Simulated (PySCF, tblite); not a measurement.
Isomers of C4H9FO2Si2. Computed values, GFN2-xTB/tblite, gas phase, harmonic and unscaled. The method is semi-empirical: single wavenumbers can be off by several per cent or more. Modes of hydrogen on silicon can be 10 to 20 % off. One conformer each.

Electronic energies: PBE0/pcSseg-1 single points on the GFN2-xTB geometries (PySCF, gas phase).

```csv
SMILES,"electronic energy, lowest = 0 (kJ/mol)"
C=C[Si@](O)(C=O)[SiH2]CF,414.3
CO[C@H]1C=C(F)[SiH2][SiH2]O1,430.4
F[Si@@H]1O[SiH2][C@@H](C2CC2)O1,0.0
CO[C@H]1O[SiH2]C(F)=C[SiH2]1,412.2
O=C(O)[SiH2]C/C([SiH3])=C\F,418.7
```

Q: How do GFN2-xTB zero-point energies change the relative energies?

A: 
```tsv
SMILES	ZPE (kJ/mol)	of it from modes above 1550 cm⁻¹	electronic (kJ/mol)	with ZPE, lowest = 0 (kJ/mol)	lowest mode (cm⁻¹)	rings
F[Si@@H]1O[SiH2][C@@H](C2CC2)O1	330.9	152.5	0.0	0.0	49	2
CO[C@H]1O[SiH2]C(F)=C[SiH2]1	313.0	152.2	412.2	394.3	34	1
C=C[Si@](O)(C=O)[SiH2]CF	311.1	175.2	414.3	394.5	15	0
O=C(O)[SiH2]C/C([SiH3])=C\F	299.8	162.2	418.7	387.7	18	0
CO[C@H]1C=C(F)[SiH2][SiH2]O1	314.6	151.8	430.4	414.1	49	1
```

The zero-point energies span 31.1 kJ/mol, from `O=C(O)[SiH2]C/C([SiH3])=C\F` to `F[Si@@H]1O[SiH2][C@@H](C2CC2)O1`. The lowest isomer stays, but the order above it changes.

Q: And how do the electronic energies of GFN2-xTB itself compare?

A: `F[Si@@H]1O[SiH2][C@@H](C2CC2)O1` 0.0; `CO[C@H]1O[SiH2]C(F)=C[SiH2]1` 468.2; `C=C[Si@](O)(C=O)[SiH2]CF` 662.9; `O=C(O)[SiH2]C/C([SiH3])=C\F` 601.2; `CO[C@H]1C=C(F)[SiH2][SiH2]O1` 464.2 kJ/mol, lowest = 0. Against the energies above, taken from the same isomer `F[Si@@H]1O[SiH2][C@@H](C2CC2)O1`, the largest difference is 248.6 kJ/mol.

Q: What do entropy and thermal enthalpy add at 298.15 K and 1 bar (rigid rotor, harmonic oscillator, one conformer each)?

A: 
```tsv
SMILES	point group	symmetry number	S (J/(mol K))	H − H(0) (kJ/mol)	ZPE + H − H(0) − TS (kJ/mol)
F[Si@@H]1O[SiH2][C@@H](C2CC2)O1	C1	1	423.6	29.73	234.3
CO[C@H]1O[SiH2]C(F)=C[SiH2]1	C1	1	435.9	32.29	215.3
CO[C@H]1C=C(F)[SiH2][SiH2]O1	C1	1	429.0	31.85	218.5
```

Not tabulated: `C=C[Si@](O)(C=O)[SiH2]CF` (lowest mode only 15 cm⁻¹); `O=C(O)[SiH2]C/C([SiH3])=C\F` (lowest mode only 18 cm⁻¹).
